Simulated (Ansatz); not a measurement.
Abridged output of a molecular run in Ansatz:

```
Functional definition: HF
  name "HF"
  cite "Fock, Z. Phys. 61, 126 (1930) doi:10.1007/BF01340294"
  parent pbe
  exchange = exact_x
  correlation = 0
1425 factors; integrals over basis functions are off by at most 1.1e-3 eV
mean field evaluation 1: about -11083.7303 eV, gradient 3.9e1 eV
mean field evaluation 2: about -11083.7450 eV, gradient 3.9e1 eV
mean field evaluation 4: about -11087.6924 eV, gradient 5.0e0 eV
mean field evaluation 8: about -11087.7602 eV, gradient 1.5e-4 eV
mean field -11087.76024070 eV, -407.4676732918 hartree, gradient 9.7e-7 eV, S^2 0.000000; 0 other end points of the search recorded, 0 dependent functions left out
8 core orbitals not correlated: weight in the atoms' cores, before any rotation towards them, 1.000 or more for the frozen orbitals, at most 0.000 for the correlated occupied ones
reference -11087.76024070 eV, -407.4676732918 hartree; 21, 21 occupied and 103, 103 virtual orbitals, 1425 factors
second order -20.16973299 eV of doubles, -0.00000000 eV of singles
cycle   1  -21.20090600 eV  change    -1.0e0 eV  update   1.1e-1
cycle   2  -21.79844720 eV  change   -6.0e-1 eV  update   3.4e-2
cycle   3  -21.95420626 eV  change   -1.6e-1 eV  update   1.8e-2
cycle   4  -21.95156958 eV  change    2.6e-3 eV  update   4.0e-3
cycle   5  -21.95109779 eV  change    4.7e-4 eV  update   1.8e-3
cycle   6  -21.95130372 eV  change   -2.1e-4 eV  update   6.0e-4
cycle   7  -21.95100741 eV  change    3.0e-4 eV  update   2.6e-4
cycle   8  -21.95098130 eV  change    2.6e-5 eV  update   8.2e-5
cycle   9  -21.95100369 eV  change   -2.2e-5 eV  update   3.0e-5
perturbative correction -0.61485247 eV, -0.0225954117 hartree
Total energy: -11110.32609686 eV, -408.2969532101 hartree
```

Its atoms:

Cartesian coordinates in Å:
```
C 1.1167 0.0912 0.9580
C 0.1728 -0.5679 -0.0327
C -0.2696 -1.9375 0.4408
O -0.9936 0.2050 -0.2299
Sn -0.9173 1.9231 -1.1851
H 2.0027 -0.5259 1.1270
H 0.6092 0.2424 1.9143
H 1.4589 1.0664 0.5974
H 0.7073 -0.6903 -0.9903
H -0.9483 -2.3878 -0.2853
H -0.7975 -1.8496 1.3938
H 0.5882 -2.6009 0.5769
H -2.5134 2.1499 -1.7242
H -0.4263 3.1518 -0.1047
H 0.2102 1.7301 -2.4560
```

Question: Which basis set was used?
A. def2-SVP
B. def2-TZVPP
C. cc-pV(Q+d)Z
D. def2-SVPD

Answer: A. It gives 132 functions.

Question: Write the keys of the input that set method, charge and spin (a neutral closed shell needs none for the last two).

Answer: 
```yaml
correlation: {method: ccsd_t}
```
